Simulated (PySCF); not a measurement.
Job file and geometry (Å, from GFN2-xTB) of an NMR shielding run on `CC[C@H](CSC)SC`, C6H14S2, PySCF, GIAO PBE0/pcSseg-1 NMR shielding, non-relativistic, gas phase; density fitting, a coarse starting grid and PySCF grid level 2 are the driver's defaults:

```
$ OMP_NUM_THREADS=1 python probes_run.py task.json out

{"job": {"kind": "nmr", "xc": "PBE0", "basis": "pcSseg-1"}, "charge": 0, "multiplicity": 1}
C     -0.876148     2.363111     0.105834
C     -0.386539     1.152472    -0.676727
C     -0.016898    -0.016977     0.226264
C      0.572136    -1.187000    -0.542554
S      2.180145    -0.803081    -1.311690
C      3.256033    -0.834861     0.148593
S     -1.419434    -0.605561     1.258348
C     -2.668694    -1.072143     0.027165
H     -1.738351     2.101180     0.714974
H     -0.095305     2.733670     0.766177
H     -1.160203     3.161434    -0.575009
H     -1.150119     0.834270    -1.390299
H      0.503210     1.418456    -1.253379
H      0.691087     0.318681     0.989155
H     -0.070893    -1.463727    -1.378027
H      0.711735    -2.052138     0.107090
H      3.027821     0.002463     0.801572
H      3.126128    -1.778359     0.671036
H      4.273908    -0.748758    -0.216861
H     -2.285162    -1.855072    -0.619516
H     -3.514490    -1.445841     0.594991
H     -2.970377    -0.202834    -0.548674
```

Question: Write the output of this run.

Answer: 
```
coarse grid: 18448 points
cycle   1  E = -1032.7150208805  dE =  5.886e-01  |g| = 3.765e-01  |ddm| = 4.101e+00
cycle   2  E = -1032.7216204201  dE = -6.600e-03  |g| = 3.653e-01  |ddm| = 7.602e-01
cycle   3  E = -1032.7556739197  dE = -3.405e-02  |g| = 4.580e-02  |ddm| = 3.367e-01
cycle   4  E = -1032.7561711669  dE = -4.972e-04  |g| = 1.725e-02  |ddm| = 7.994e-02
cycle   5  E = -1032.7562413130  dE = -7.015e-05  |g| = 4.317e-03  |ddm| = 2.508e-02
cycle   6  E = -1032.7562450606  dE = -3.748e-06  |g| = 1.399e-03  |ddm| = 4.518e-03
final grid: 165952 points
cycle   7  E = -1032.8109418456  dE = -5.594e-05  |g| = 1.153e-02  |ddm| = 3.761e-02
cycle   8  E = -1032.8109220865  dE =  1.976e-05  |g| = 1.448e-02  |ddm| = 2.175e-02
cycle   9  E = -1032.8109743505  dE = -5.226e-05  |g| = 1.103e-03  |ddm| = 1.368e-02
cycle  10  E = -1032.8109746461  dE = -2.956e-07  |g| = 3.265e-04  |ddm| = 1.639e-03
cycle  11  E = -1032.8109746722  dE = -2.612e-08  |g| = 7.663e-05  |ddm| = 3.785e-04
cycle  12  E = -1032.8109746737  dE = -1.464e-09  |g| = 2.623e-05  |ddm| = 1.062e-04
cycle  13  E = -1032.8109746739  dE = -1.723e-10  |g| = 3.511e-06  |ddm| = 2.590e-05
converged SCF energy = -1032.8109746739

GIAO shielding tensors (ppm)
atom      isotropic    diamagn.    paramagn.     s11        s22        s33       span
  0 C      172.582     245.968     -73.386    161.103    168.695    187.947     26.844
  1 C      163.298     249.152     -85.853    146.977    165.864    177.055     30.078
  2 C      137.897     251.383    -113.486    112.061    148.657    152.973     40.912
  3 C      139.929     249.863    -109.933    114.474    149.292    156.022     41.548
  4 S      556.429    1056.834    -500.405    438.411    486.484    744.392    305.981
  5 C      167.201     251.371     -84.170    146.420    167.103    188.080     41.660
  6 S      528.741    1058.633    -529.892    400.556    462.389    723.278    322.722
  7 C      176.351     252.221     -75.870    167.860    172.644    188.549     20.689
  8 H       29.859      30.216      -0.357     23.857     31.180     34.540     10.683
  9 H       31.086      29.924       1.162     26.350     28.835     38.074     11.724
 10 H       30.618      28.132       2.486     25.854     27.294     38.706     12.851
 11 H       30.768      33.610      -2.842     27.403     29.726     35.175      7.772
 12 H       29.118      31.720      -2.602     21.920     30.685     34.749     12.829
 13 H       29.617      34.966      -5.349     25.087     28.755     35.009      9.922
 14 H       29.097      32.642      -3.544     22.549     30.871     33.873     11.324
 15 H       28.827      32.670      -3.843     21.679     31.244     33.560     11.881
 16 H       29.287      31.840      -2.553     23.151     29.300     35.410     12.259
 17 H       29.874      30.005      -0.131     25.165     27.269     37.188     12.022
 18 H       29.776      28.351       1.425     24.591     26.265     38.473     13.882
 19 H       29.774      31.504      -1.731     23.334     29.026     36.961     13.627
 20 H       30.134      29.149       0.985     24.847     26.537     39.018     14.171
 21 H       29.700      31.553      -1.853     23.527     29.174     36.399     12.872
```

Question: Turn these shieldings into chemical shifts. δ = σ(ref) − σ, references computed at the same level: TMS for ¹³C (σ = 186.93 ppm), ¹H (σ = 31.72 ppm); ³³S (σ = 503.73 ppm) against CS2.

Answer: Averaging equivalent atoms: C 2: 49.0; C 3: 47.0; C 1: 23.6; C 5: 19.7; C 0: 14.3; C 7: 10.6; S 6: -25; S 4: -53; H 15: 2.89; H 14: 2.62; H 12: 2.60; H 13: 2.10; H 16/17/18: 2.07; H 19/20/21: 1.85; H 8/9/10: 1.20; H 11: 0.95 ppm. 

Size and cost of the density-fitted run: 220 basis functions, 35 s wall time on 1 thread of an Arm Neoverse V2, shared host; peak memory 1 GiB.
